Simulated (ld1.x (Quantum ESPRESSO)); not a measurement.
Sc: PAW pseudisation with PBE, scalar-relativistic reference atom.

The input file (ld1.x (Quantum ESPRESSO) 7.5):

```
&input
   title='Sc', zed=21., rel=1, dft='PBE', iswitch=3,
   config='[Ar] 3d1 4s1.5 4p0.5',
   nld=3, rlderiv=4.45, eminld=-2.0, emaxld=5.0, deld=0.02
 /
 &inputp
   pseudotype=3, lpaw=.true., tm=.true., lloc=-1, rcloc=3.30,
   nlcc=.true., new_core_ps=.true., rcore=2.25,
   which_augfun='BESSEL', rmatch_augfun=2.25,
   file_pseudopw='Sc.UPF', file_wfcaegen='ae.wfc', file_wfcncgen='nc.wfc', file_beta='beta', file_chi='chi', file_wfcusgen='us.wfc'
 /
6
4S  1  0   1.50   0.00  2.85  3.50  0.0
4S  1  0   0.00   3.05  2.85  3.50  0.0
4P  2  1   0.50   0.00  3.05  4.10  0.0
4P  2  1   0.00   0.80  3.05  4.10  0.0
3D  3  2   1.00   0.00  2.20  2.60  0.0
3D  3  2   0.00   0.40  2.20  2.60  0.0
 &test
   configts(1)='3d1 4s1.5 4p0.5'
 /
```

Command:

```bash
ld1.x < Sc.in > Sc.out
```

Output (shortened: banner, matrices, multipoles, cross overlaps and the repeated all-electron block are left out):

```
Program LD1 v.7.5
     --------------------------- All-electron run ----------------------------

     Sc
     scalar relativistic calculation

     atomic number is 21.00
     dft =PBE   lsd =0 sic =0 latt =0  beta=0.20 tr2=1.0E-14
     Exchange-correlation= PBE
                           (   1   4   3   4   0   0   0)
     mesh =1173 r(mesh) = 100.03074 a.u. xmin = -7.00 dx = 0.01250
     1 Ry =  13.60569312 eV, c = 137.03599908

     n l     nl                  e(Ry)          e(Ha)          e(eV)
     1 0     1S 1( 2.00)      -323.2428      -161.6214     -4397.9429
     2 0     2S 1( 2.00)       -34.9103       -17.4552      -474.9793
     2 1     2P 1( 6.00)       -28.5844       -14.2922      -388.9112
     3 0     3S 1( 2.00)        -4.0936        -2.0468       -55.6969
     3 1     3P 1( 6.00)        -2.5195        -1.2598       -34.2800
     3 2     3D 1( 1.00)        -0.2803        -0.1402        -3.8140
     4 0     4S 1( 1.50)        -0.3340        -0.1670        -4.5445
     4 1     4P 1( 0.50)        -0.1297        -0.0648        -1.7642

     final scf error:  1.7E-15 reached in  26 iterations

     Etot =   -1528.013941 Ry,    -764.006970 Ha,  -20789.688764 eV

     Ekin =    1539.621182 Ry,     769.810591 Ha,   20947.613325 eV
     Encl =   -3628.869048 Ry,   -1814.434524 Ha,  -49373.278651 eV
     Eh   =     638.943196 Ry,     319.471598 Ha,    8693.265053 eV
     Exc  =     -77.709271 Ry,     -38.854635 Ha,   -1057.288491 eV

     normalization and overlap integrals

     s(1S/1S) =  1.000000  <r> =   0.0730  <r2> =    0.0072  r(max) =   0.0476
     s(2S/2S) =  1.000000  <r> =   0.3435  <r2> =    0.1396  r(max) =   0.2845
     s(2P/2P) =  1.000000  <r> =   0.3077  <r2> =    0.1170  r(max) =   0.2329
     s(3S/3S) =  1.000000  <r> =   1.0747  <r2> =    1.3326  r(max) =   0.9213
     s(3P/3P) =  1.000000  <r> =   1.1679  <r2> =    1.6082  r(max) =   0.9685
     s(3D/3D) =  1.000000  <r> =   1.8280  <r2> =    4.5690  r(max) =   1.0974
     s(4S/4S) =  1.000000  <r> =   3.6826  <r2> =   15.5893  r(max) =   3.0971
     s(4P/4P) =  1.000000  <r> =   4.9672  <r2> =   28.8733  r(max) =   3.9768

     ------------------------ End of All-electron run ------------------------

     --------------------- Generating PAW atomic setup --------------------

      Generating local potential from pseudized AE potential:
      Matching radius rcloc =   3.3000

      Local pseudo, rcloc= 3.338 Estimated cut-off energy=     2.12 Ry

      Computing core charge for nlcc:

       r > 2.27 : true rho core
      Core charge pseudized with two Bessel functions
      Integrated core pseudo-charge :   4.51
      Wfc-us  4S rcutus= 3.510  Estimated cut-off energy=     3.76 Ry
      Wfc-us  4S rcutus= 3.510  Estimated cut-off energy=     4.31 Ry
      Wfc-us  4P rcutus= 4.077  Estimated cut-off energy=     4.52 Ry
      Wfc-us  4P rcutus= 4.077  Estimated cut-off energy=     7.84 Ry
      Wfc-us  3D rcutus= 2.600  Estimated cut-off energy=    17.15 Ry
      Wfc-us  3D rcutus= 2.600  Estimated cut-off energy=    30.38 Ry

     Required augmentation: BESSEL   radius:    2.250000
     Suggested rho cutoff for augmentation:  19.34 Ry

     Estimated PAW energy =  -78.964999 Ryd

     ------------------- End of pseudopotential generation -------------------

     Computing logarithmic derivative in   4.42269
     Computing logarithmic derivative in   4.42269
     Computing the partial wave expansion
     R is outside the sphere for l=    0 j= 0.00
     R is outside the sphere for l=    0 j= 0.00
     R is outside the sphere for l=    1 j= 0.00
     R is outside the sphere for l=    1 j= 0.00
     R is outside the sphere for l=    2 j= 0.00
     R is outside the sphere for l=    2 j= 0.00

     ---------------------- Testing the pseudopotential ----------------------

     Sc
     scalar relativistic calculation

     atomic number is 21.00   valence charge is  3.00
     dft = SLA  PW   PBX  PBC   lsd =0 sic =0 latt =0  beta=0.20 tr2=1.0E-14
     mesh =1173 r(mesh) = 100.03074 xmin = -7.00 dx = 0.01250

     n l     nl             e AE (Ry)        e PS (Ry)    De AE-PS (Ry)
     3 2     3D   1( 1.00)       -0.28033       -0.28033        0.00000
     1 0     4S   1( 1.50)       -0.33401       -0.33401        0.00000
     2 1     4P   1( 0.50)       -0.12967       -0.12967        0.00000

     eps = 3.0E-16  iter =  3

     Etot =   -1528.013941 Ry,    -764.006970 Ha,  -20789.688764 eV
     Etotps =   -78.965000 Ry,     -39.482500 Ha,   -1074.373558 eV

     Ekin =       8.585415 Ry,       4.292708 Ha,     116.810522 eV
     Encl =     -12.400600 Ry,      -6.200300 Ha,    -168.718755 eV
     Ehrt =       2.559455 Ry,       1.279728 Ha,      34.823159 eV
     Ecxc =     -77.709270 Ry,     -38.854635 Ha,   -1057.288485 eV
     (Ecc =      -4.194929 Ry,      -2.097465 Ha,     -57.074920 eV)

     ---------------------- End of pseudopotential test ----------------------
```

Generation and configuration tests took about 1.9 s on one core of a shared server CPU.

Transferability test of the new file with ld1.x, input:

```
&input
   title='Sc', zed=21., rel=1, dft='PBE', iswitch=2,
   config='[Ar] 3d1 4s1.5 4p0.5'
 /
 &test
   file_pseudo='Sc.UPF', nconf=8,
   configts(1)='3d1 4s1.5 4p0.5',
   configts(2)='3d1 4s2 4p0',
   configts(3)='3d1 4s1 4p0',
   configts(4)='3d1 4s0 4p0',
   configts(5)='3d1 4s0 4p1',
   configts(6)='3d1 4s1 4p1',
   configts(7)='3d0 4s2 4p0',
   configts(8)='3d0 4s2 4p1'
 /
```

```bash
ld1.x < Sc.test.in > Sc.test.out
```

Pseudopotential blocks of its output, shortened (energy terms left out):

```
     ---------------------- Testing the pseudopotential ----------------------

     n l     nl             e AE (Ry)        e PS (Ry)    De AE-PS (Ry)
     3 2     3D   1( 1.00)       -0.28033       -0.28033        0.00000
     1 0     4S   1( 1.50)       -0.33401       -0.33401        0.00000
     2 1     4P   1( 0.50)       -0.12967       -0.12967        0.00000

     eps = 3.0E-16  iter =  3

     Etot =   -1528.013941 Ry,    -764.006970 Ha,  -20789.688765 eV
     Etotps =   -78.965000 Ry,     -39.482500 Ha,   -1074.373558 eV

     ---------------------- End of pseudopotential test ----------------------

          ---------------------- Testing the pseudopotential ----------------------

     n l     nl             e AE (Ry)        e PS (Ry)    De AE-PS (Ry)
     3 2     3D   1( 1.00)       -0.23765       -0.23734       -0.00031
     1 0     4S   1( 2.00)       -0.30744       -0.30750        0.00006
     2 1     4P   1( 0.00)       -0.10784       -0.10793        0.00009

     eps = 4.5E-16  iter = 10

     Etot =   -1528.114898 Ry,    -764.057449 Ha,  -20791.062354 eV
     Etotps =   -79.065954 Ry,     -39.532977 Ha,   -1075.747108 eV
     dEtot_ae =      -0.100957 Ry
     dEtot_ps =      -0.100954 Ry,   Delta E=      -0.000003 Ry

     ---------------------- End of pseudopotential test ----------------------

          ---------------------- Testing the pseudopotential ----------------------

     n l     nl             e AE (Ry)        e PS (Ry)    De AE-PS (Ry)
     3 2     3D   1( 1.00)       -0.73259       -0.73289        0.00030
     1 0     4S   1( 1.00)       -0.71496       -0.71504        0.00009
     2 1     4P   1( 0.00)       -0.46454       -0.46448       -0.00006

     eps = 7.4E-16  iter =  7

     Etot =   -1527.608007 Ry,    -763.804003 Ha,  -20784.165754 eV
     Etotps =   -78.559085 Ry,     -39.279542 Ha,   -1068.850802 eV
     dEtot_ae =       0.405934 Ry
     dEtot_ps =       0.405915 Ry,   Delta E=       0.000019 Ry

     ---------------------- End of pseudopotential test ----------------------

          ---------------------- Testing the pseudopotential ----------------------

     n l     nl             e AE (Ry)        e PS (Ry)    De AE-PS (Ry)
     3 2     3D   1( 1.00)       -1.31651       -1.32741        0.01090  !
     1 0     4S   1( 0.00)       -1.16788       -1.17169        0.00381
     2 1     4P   1( 0.00)       -0.86361       -0.86595        0.00233

     eps = 1.2E-16  iter =  7

     Etot =   -1526.669560 Ry,    -763.334780 Ha,  -20771.397535 eV
     Etotps =   -77.619218 Ry,     -38.809609 Ha,   -1056.063260 eV
     dEtot_ae =       1.344381 Ry
     dEtot_ps =       1.345782 Ry,   Delta E=      -0.001402 Ry

     ---------------------- End of pseudopotential test ----------------------

          ---------------------- Testing the pseudopotential ----------------------

     n l     nl             e AE (Ry)        e PS (Ry)    De AE-PS (Ry)
     3 2     3D   1( 1.00)       -0.80993       -0.81340        0.00347
     1 0     4S   1( 0.00)       -0.76187       -0.76287        0.00099
     2 1     4P   1( 1.00)       -0.50828       -0.50857        0.00029

     eps = 1.5E-15  iter =  9

     Etot =   -1527.355903 Ry,    -763.677951 Ha,  -20780.735705 eV
     Etotps =   -78.306581 Ry,     -39.153290 Ha,   -1065.415307 eV
     dEtot_ae =       0.658038 Ry
     dEtot_ps =       0.658419 Ry,   Delta E=      -0.000382 Ry

     ---------------------- End of pseudopotential test ----------------------

          ---------------------- Testing the pseudopotential ----------------------

     n l     nl             e AE (Ry)        e PS (Ry)    De AE-PS (Ry)
     3 2     3D   1( 1.00)       -0.32086       -0.32140        0.00055
     1 0     4S   1( 1.00)       -0.35816       -0.35820        0.00004
     2 1     4P   1( 1.00)       -0.14936       -0.14932       -0.00004

     eps = 3.3E-15  iter = 10

     Etot =   -1527.910635 Ry,    -763.955318 Ha,  -20788.283225 eV
     Etotps =   -78.861672 Ry,     -39.430836 Ha,   -1072.967703 eV
     dEtot_ae =       0.103305 Ry
     dEtot_ps =       0.103328 Ry,   Delta E=      -0.000023 Ry

     ---------------------- End of pseudopotential test ----------------------
```

The test run then stopped with an error in new_paw_hamiltonian: “negative rho”.
